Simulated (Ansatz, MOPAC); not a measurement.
System: SnF3, net charge -1, singlet state. SMILES: [F][Sn-]([F])[F]

Atoms: Sn1, F2, F3, F4. Bonds: Sn1-F2, Sn1-F3, Sn1-F4.

Bond lengths (Å) and angles (degrees) optimised at MNDO with MOPAC; HF/STO-3G with Ansatz (a quantum-chemistry and plane-wave program); HF/6-31G* with LANL2DZ past Ar with Ansatz; B3LYP/LANL2DZ with Ansatz; B3LYP/6-31G* with LANL2DZ past Ar with Ansatz; MP2/6-31G* with LANL2DZ past Ar with Ansatz, each started from the B3LYP-D3(BJ)/def2-TZVP structure (Ansatz) of the last column. A row stands for all coordinates that are equal there. 6-31G* holds six Cartesian d functions. No wavenumbers were computed at MNDO, HF/STO-3G, B3LYP/LANL2DZ, MP2/6-31G* with LANL2DZ past Ar, so these may be saddle points.

```json
[
 {"coordinate": "Sn1-F2", "MNDO": "1.923", "HF/STO-3G": "1.918", "HF/6-31G* with LANL2DZ past Ar": "1.892", "B3LYP/LANL2DZ": "1.984", "B3LYP/6-31G* with LANL2DZ past Ar": "1.926", "MP2/6-31G* with LANL2DZ past Ar": "1.918", "B3LYP-D3(BJ)/def2-TZVP": "2.017"},
 {"coordinate": "F2-Sn1-F3", "MNDO": "92.3", "HF/STO-3G": "89.2", "HF/6-31G* with LANL2DZ past Ar": "93.9", "B3LYP/LANL2DZ": "94.9", "B3LYP/6-31G* with LANL2DZ past Ar": "94.5", "MP2/6-31G* with LANL2DZ past Ar": "94.3", "B3LYP-D3(BJ)/def2-TZVP": "95.3"}
]
```

Mean signed difference of all 3 bond lengths from B3LYP-D3(BJ)/def2-TZVP: MNDO -0.094 Å, HF/STO-3G -0.098 Å, HF/6-31G* with LANL2DZ past Ar -0.125 Å, B3LYP/LANL2DZ -0.033 Å, B3LYP/6-31G* with LANL2DZ past Ar -0.091 Å, MP2/6-31G* with LANL2DZ past Ar -0.099 Å.
